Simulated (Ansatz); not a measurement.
Mulliken charges of CH₅Cl₂GeN (`[CH3][Ge]([NH2])([Cl])[Cl]`) from ωB97M-V/def2-TZVPP in Ansatz (PBE0-D4/def2-TZVP geometry).

```json
{"atom": "C1", "x (Å)": "-1.395", "y (Å)": "0.043", "z (Å)": "0.497", "charge (e)": "-0.401"}
{"atom": "Ge2", "x (Å)": "0.217", "y (Å)": "0.100", "z (Å)": "-0.572", "charge (e)": "0.660"}
{"atom": "N3", "x (Å)": "1.829", "y (Å)": "-0.254", "z (Å)": "0.177", "charge (e)": "-0.341"}
{"atom": "Cl4", "x (Å)": "0.007", "y (Å)": "-1.327", "z (Å)": "-2.163", "charge (e)": "-0.277"}
{"atom": "Cl5", "x (Å)": "0.398", "y (Å)": "2.077", "z (Å)": "-1.392", "charge (e)": "-0.277"}
{"atom": "H6", "x (Å)": "-1.321", "y (Å)": "0.772", "z (Å)": "1.305", "charge (e)": "0.133"}
{"atom": "H7", "x (Å)": "-2.253", "y (Å)": "0.281", "z (Å)": "-0.131", "charge (e)": "0.144"}
{"atom": "H8", "x (Å)": "-1.518", "y (Å)": "-0.957", "z (Å)": "0.915", "charge (e)": "0.133"}
{"atom": "H9", "x (Å)": "2.153", "y (Å)": "0.414", "z (Å)": "0.861", "charge (e)": "0.113"}
{"atom": "H10", "x (Å)": "1.966", "y (Å)": "-1.200", "z (Å)": "0.503", "charge (e)": "0.113"}
```

Question: By hand: the dipole of these point charges (1 e Å = 4.8032 D).

Answer: Σ q r = (-0.270, -0.145, 0.778) e Å, of length 0.836 e Å = 4.02 D.

Question: How does the dipole of the full density compare? (An estimate is asked.)

Answer: The calculation gave: (-0.121, -0.150, 0.729) e Å, 3.62 D; the point charges give 1.11 times that, at 10° from its direction.

Point charges leave out the atoms' own dipoles, such as those of lone pairs, and Mulliken's split depends on the basis, so the close match here is no proof of good charges.
